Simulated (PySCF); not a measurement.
**Excitation energy of C by level of theory**

C [He] 2s2 2p2 (3P) → C [He] 2s1 2p2 3s1 (5P), as a difference of total energies. Calculation: PySCF 2.14, in aug-cc-pVQZ (6s5p4d3f2g, 80 functions); no relativity, point nucleus. Correlated levels: valence: 1s2 frozen. The calculations carry no spin-orbit coupling.

```csv
method,excitation energy (eV)
UHF,11.021
MP2 (valence),12.537
SCS-MP2 (valence),12.917
CCSD (valence),12.888
CCSD(T) (valence),12.948
```

Task: How much does correlation contribute at CCSD(T) (valence)?

Result: 12.948 − (11.021) = 1.927 eV, measured against UHF.

The upper state lies above the first ionisation limit, but in LS coupling its spin forbids autoionisation to the ground ion. A Rydberg-like electron needs more diffuse functions than a valence basis has.

The promoted electron is Rydberg-like, and one or two diffuse shells describe it only roughly, which tends to raise the upper state.
